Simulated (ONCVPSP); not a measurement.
**hydrogen: one change to an ONCV potential, before and after**

hydrogen, optimised norm-conserving Vanderbilt (ONCV), made with ONCVPSP 4.0.1 (PBE, non-relativistic). Core none, reference 1s1. Waves: 1s: rc 0.75 bohr, ncon 4, nbas 9, qcut 8.9 1/bohr, 2 projectors, debl 0.8 Ha; p scattering state at 0.05 Ha: rc 0.60 bohr, ncon 4, nbas 7, qcut 14 1/bohr, local. Local part: the p channel. Core correction: none.

Change: all radii scaled by about 1.26 (s 0.94, p 0.76 bohr).

Cutoffs: the cutoffs (Ha) at which the residual kinetic energy of the hardest occupied pseudo-wave falls to 1 and 0.1 mHa per electron; they do not see the model core or the augmentation charge, which bear on the density cutoff. Errors are all-electron minus pseudo energies relative to the spin-unpolarised reference configuration.

Problem. Predict the effect on cutoff, ghosts and configuration errors.

Solution. The potential gets softer (24 Ha and 38 Ha → 20 Ha and 30 Ha); neither file shows a bound ghost. A larger radius leaves more room for a smooth pseudo-wave, so fewer plane waves are needed.

```csv
quantity,base,changed
"cutoff, loose",24 Ha,20 Ha
"cutoff, tight",38 Ha,30 Ha
bound ghosts,none,none
GHOST(+) flags under 300 eV,none,none
"error for 1s0.5, meV [ΔE 4.76 eV]",+0.3,+0.6
```
